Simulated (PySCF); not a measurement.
**Excitation energy of P⁺ by level of theory**

P⁺ [Ne] 3s2 3p2 (3P) → P⁺ [Ne] 3s1 3p2 4s1 (5P), as a difference of total energies. Computed with PySCF 2.14 in aug-cc-pwCVDZ, with no relativity, point nucleus. Correlated levels: valence: [Ne] frozen. The calculations carry no spin-orbit coupling.

```json
{"method": "UHF", "excitation energy (eV)": "15.786"}
{"method": "MP2 (valence)", "excitation energy (eV)": "16.802"}
{"method": "SCS-MP2 (valence)", "excitation energy (eV)": "17.144"}
{"method": "CCSD (valence)", "excitation energy (eV)": "17.187"}
{"method": "CCSD(T) (valence)", "excitation energy (eV)": "17.215"}
{"method": "CCSDT (valence)", "excitation energy (eV)": "17.224"}
```

Task: How much does correlation contribute at CCSD(T) (valence)?

Result: 17.215 − (15.786) = 1.429 eV, measured against UHF.

The promoted electron is Rydberg-like, and one or two diffuse shells describe it only roughly, which tends to raise the upper state.
